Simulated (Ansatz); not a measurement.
Stepwise reaction of `[SH][Zr]([Cl])([Cl])[Cl]` with hydrogen sulfide, as a gas-phase model of exchange steps in deposition or etching. ΔE in kJ/mol; ΔG adds harmonic PBE0-D4 terms to CCSD(T)/CBS, at 1 bar.

Calculated with Ansatz (gas phase, PBE0-D4/def2-TZVP geometries, no zero-point term in ΔE). CBS: MP2 limit from def2 TZ/QZ plus the TZ coupled-cluster correction, frozen cores. This one scheme is used for every species. Functionals use def2-TZVPP. B3LYP here is the variant with VWN-RPA as its local correlation; programs differ in this. Elements past krypton have def2 core potentials. For Zr outer-core shells are correlated without core-valence functions, which leaves a few kJ/mol of doubt a bond. Each species was taken in one conformer, which may not be the lowest.

| step | reaction | PBE-D4 | B3LYP-D4 | ωB97M-V | CCSD(T)/CBS | ΔG(400 K) |
| --- | --- | --- | --- | --- | --- | --- |
| 1 | `[SH][Zr]([Cl])([Cl])[Cl]` + H₂S → `[SH][Zr]([SH])([Cl])[Cl]` + HCl | 59.8 | 65.7 | 67.2 | 63.5 | 64.7 |
| 3 | `[SH][Zr]([SH])([SH])[Cl]` + H₂S → `[SH][Zr]([SH])([SH])[SH]` + HCl | 62.0 | 68.0 | 68.9 | 65.1 | 65.4 |

(1) Give the row of step 2, `[SH][Zr]([SH])([Cl])[Cl]` + H₂S → `[SH][Zr]([SH])([SH])[Cl]` + HCl. (Best estimate.)

(2) By hand: ΔE of the 3 steps together at CCSD(T)/CBS.

Results:

(1) Ansatz gave: 
```tsv
step	reaction	PBE-D4	B3LYP-D4	ωB97M-V	CCSD(T)/CBS	ΔG(400 K)
2	`[SH][Zr]([SH])([Cl])[Cl]` + H₂S → `[SH][Zr]([SH])([SH])[Cl]` + HCl	61.1	67.7	68.6	64.9	66.3
```

(2) (63.5) + (64.9) + (65.1) = 193.5 kJ/mol, or 64.5 kJ/mol a step.

In ΔE the steps differ by no more than 1.6 kJ/mol. All are uphill at CCSD(T)/CBS. ΔG lies between 64.7 and 66.3 kJ/mol a step. PBE-D4 differs from CCSD(T)/CBS by -3.8 to -3.1 kJ/mol a step. Isolated molecules leave out the surface, adducts and barriers. Largest T1 diagnostic: 0.019.
